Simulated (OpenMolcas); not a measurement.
Tm2+ with 8 ligands (fluoride) in cubic eightfold coordination (Oh) at 2.47 Å. A charge of +0.75 e stands 2.4 Å behind each ligand. Ligand basis ANO-RCC-VDZP.
```
Tm    0.0000    0.0000    0.0000
F     1.4261    1.4261    1.4261
F     1.4261    1.4261   -1.4261
F     1.4261   -1.4261    1.4261
F     1.4261   -1.4261   -1.4261
F    -1.4261    1.4261    1.4261
F    -1.4261    1.4261   -1.4261
F    -1.4261   -1.4261    1.4261
F    -1.4261   -1.4261   -1.4261
```

```json
{"Program": "OpenMolcas 26.06", "Method": "CASSCF", "Basis": "ANO-RCC-VDZP [7s6p4d2f1g]", "Scalar Hamiltonian": "DKH2, point nucleus", "Active space": "13 electrons in 7 orbitals (4f)", "State averaging": "2S+1 = 2 odd, 7 roots", "Spin-orbit coupling": "state interaction with AMFI integrals over the reference wave functions"}
```

Q: What is the spin-free ground state (labels of O, the rotations of Oh)?

A: 2A2, 1-fold in its orbital part; it has the highest spin that f13 allows.

Q: Where is the first state of the same spin?

A: 2T2 at 406 cm-1 above the ground state.

Q: What are the lowest two levels with spin-orbit coupling?

A: A 2-fold level Γ7 with g = 3.45, 3.45, 3.45, then a 4-fold level Γ8 257.3 cm-1 above it. Their leading multiplicities are 2 (100 %) and 2 (100 %).

Q: What is χT at 300 K, and how does it compare with the textbook value?

A: Hund's rules give f13 the level 2F7/2 with g = 1.143, so an isolated free-ion multiplet has χT = g² J(J+1) / 8 = 2.571 cm3 K/mol. The computed 2.460 at 300 K differs by -4 %, through the field's splitting, the mixing of terms and any other multiplet in reach.

Without dynamic correlation the ligand-field splitting of an f shell can come out too small, at times by half. No measured value stands beside these numbers; the geometry is a model, was not optimised and need not be the one that this ion takes.
